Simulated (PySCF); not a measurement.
**P²⁺: excitation energy**

P²⁺ [Ne] 3s2 3p1 (2P) → P²⁺ [Ne] 3s2 3d1 (2D), as a difference of total energies. Calculation: PySCF 2.14, in aug-cc-pVQZ-DK (7s6p4d3f2g, 84 functions); scalar relativity by spin-free X2C-1e. Correlated levels: valence: [Ne] frozen. The calculations carry no spin-orbit coupling.

```csv
method,excitation energy (cm⁻¹)
UHF,111480
LDA,101610
PBE0,103800
r2SCAN,103820
wB97X,106510
M06-2X,104720
TPSS,102150
MP2 (valence),106940
SCS-MP2 (valence),106640
```

Question: Estimate what M06 gives.

Answer: 102490 cm⁻¹, closest to TPSS among the rows shown.

Question: Estimate what PBE gives.

Answer: 100640 cm⁻¹, closest to LDA among the rows shown.

A first-order spin-orbit estimate (lowest level to lowest level, LS coupling) adds 0.040 eV.

The promoted electron is Rydberg-like, and one or two diffuse shells describe it only roughly, which tends to raise the upper state.
